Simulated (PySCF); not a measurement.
# Basis-set dependence of population analyses: `C[NH][GeH2][AsH2]`

Compound: CH8AsGeN.
Bonds: C1–N2, N2–Ge3, Ge3–As4. Hydrogens: H5, H6, H7 on C1; H8 on N2; H9, H10 on Ge3; H11, H12 on As4.

PBE0 throughout (PySCF), one geometry, spherical d and f functions. Geometry: PBE0-D3(BJ)/def2-SVP, one conformer, isolated molecule. The calculation is non-relativistic, for germanium and arsenic too. Atoms taken as equivalent share a column and are averaged. The first 7 of 8 kinds of atom are listed.

Mulliken charges (e):

| basis | functions | C1 | N2 | Ge3 | As4 | H5/H6/H7 | H8 | H9/H10 |
| --- | --- | --- | --- | --- | --- | --- | --- | --- |
| STO-3G | 54 | -0.153 | -0.462 | +0.419 | +0.108 | +0.071 | +0.168 | -0.083 |
| 6-31G | 88 | -0.321 | -0.807 | +0.513 | +0.044 | +0.168 | +0.327 | -0.073 |
| 6-31G* | 108 | -0.368 | -0.650 | +0.160 | -0.133 | +0.173 | +0.342 | +0.021 |
| cc-pVDZ | 122 | +0.005 | -0.392 | +0.316 | -0.066 | +0.043 | +0.113 | -0.057 |
| def2-SVP | 132 | +0.046 | -0.470 | +0.389 | -0.056 | +0.038 | +0.142 | -0.074 |
| def2-TZVP | 206 | -0.275 | -0.446 | +0.265 | -0.265 | +0.122 | +0.218 | -0.005 |

IAO charges (e):

```json
{"basis": "STO-3G", "functions": "54", "C1": "-0.314", "N2": "-0.548", "Ge3": "+0.619", "As4": "+0.111", "H5/H6/H7": "+0.121", "H8": "+0.189", "H9/H10": "-0.130"}
{"basis": "6-31G", "functions": "88", "C1": "-0.322", "N2": "-0.611", "Ge3": "+0.500", "As4": "-0.023", "H5/H6/H7": "+0.138", "H8": "+0.255", "H9/H10": "-0.085"}
{"basis": "6-31G*", "functions": "108", "C1": "-0.292", "N2": "-0.619", "Ge3": "+0.530", "As4": "-0.043", "H5/H6/H7": "+0.129", "H8": "+0.250", "H9/H10": "-0.090"}
{"basis": "cc-pVDZ", "functions": "122", "C1": "-0.290", "N2": "-0.618", "Ge3": "+0.550", "As4": "-0.037", "H5/H6/H7": "+0.128", "H8": "+0.250", "H9/H10": "-0.100"}
{"basis": "def2-SVP", "functions": "132", "C1": "-0.282", "N2": "-0.614", "Ge3": "+0.557", "As4": "-0.033", "H5/H6/H7": "+0.125", "H8": "+0.246", "H9/H10": "-0.103"}
{"basis": "def2-TZVP", "functions": "206", "C1": "-0.301", "N2": "-0.644", "Ge3": "+0.573", "As4": "-0.039", "H5/H6/H7": "+0.133", "H8": "+0.257", "H9/H10": "-0.103"}
```

Hirshfeld charges (e):

```
    basis  functions      C1      N2     Ge3     As4  H5/H6/H7      H8  H9/H10
   STO-3G         54  +0.015  -0.271  +0.311  +0.032    +0.008  +0.087  -0.068
    6-31G         88  -0.052  -0.267  +0.287  +0.029    +0.035  +0.110  -0.076
   6-31G*        108  -0.055  -0.251  +0.254  +0.007    +0.034  +0.113  -0.066
  cc-pVDZ        122  -0.070  -0.241  +0.289  +0.035    +0.033  +0.109  -0.079
 def2-SVP        132  -0.072  -0.244  +0.288  +0.036    +0.034  +0.110  -0.079
def2-TZVP        206  -0.080  -0.260  +0.300  +0.035    +0.036  +0.110  -0.076
```

Some averages cover members that differ in this geometry, most widely: H9/H10, IAO in 6-31G -0.104 to -0.066; H5/H6/H7, IAO in 6-31G +0.117 to +0.153; H9/H10, IAO in cc-pVDZ -0.118 to -0.083; H9/H10, IAO in 6-31G* -0.108 to -0.073 e.

Problem. Which scheme is steadiest as the basis changes?

Solution. Largest range over the bases for any column: Hirshfeld 0.09 e, IAO 0.15 e, Mulliken 0.41 e. Hirshfeld charges move least and Mulliken charges most, counted in e. Without the minimal STO-3G basis the ranges are Hirshfeld 0.05, IAO 0.07, Mulliken 0.41 e.

Problem. How much do the charges still move between the two largest bases, def2-SVP and def2-TZVP?

Solution. At most, over all atoms: Mulliken 0.321 e, IAO 0.030 e, Hirshfeld 0.016 e.

Problem. What do the same runs give for the total energy, the frontier levels and the dipole moment?

Solution. 
| basis | energy (Eh) | HOMO (eV) | LUMO (eV) | μ (D) |
| --- | --- | --- | --- | --- |
| STO-3G | -4359.6093 | -3.10 | 4.94 | 1.83 |
| 6-31G | -4409.1362 | -6.24 | 0.17 | 1.88 |
| 6-31G* | -4409.3142 | -6.33 | 0.28 | 1.49 |
| cc-pVDZ | -4409.8399 | -6.38 | 0.34 | 1.25 |
| def2-SVP | -4409.2924 | -6.43 | 0.37 | 1.31 |
| def2-TZVP | -4409.9380 | -6.56 | 0.11 | 1.22 |

The dipole is fixed by the density alone, so its range of 0.66 D shows that the density itself changes with the basis, not only its division among atoms.
